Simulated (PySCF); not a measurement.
## VNCl2: breathing scan

Level of theory: PySCF, PBE, basis V def2-SVP, N def2-SVP, Cl def2-SVP (no relativity, density fitting).

Rigid scan from the singlet minimum (V–Cl 2.182 Å (×2), V–N 1.528 Å; Cl–V–Cl 122.3°, Cl–V–N 109.7° (×2)). Coordinate: all bonds to the central atom scaled together. Energies in kJ/mol from the minimum.

Problem. Predict the curve at 0.88, 0.92, 0.96, 1.00, 1.04, 1.08, 1.14, 1.22, 1.35.

Solution. 
| scale of all bonds to the centre | E (kJ/mol) | dipole size (D) |
| --- | --- | --- |
| 0.88 | 296.5 | 2.38 |
| 0.92 | 116.2 | 2.54 |
| 0.96 | 25.7 | 2.67 |
| 1.00 | 0.0 | 2.80 |
| 1.04 | 20.2 | 2.92 |
| 1.08 | 72.3 | 3.03 |
| 1.14 | 187.9 | 3.20 |
| 1.22 | 376.5 | 3.40 |
| 1.35 | 694.1 | 3.70 |

At long bonds a restricted determinant can lie too high, and another spin state can fall below this curve.
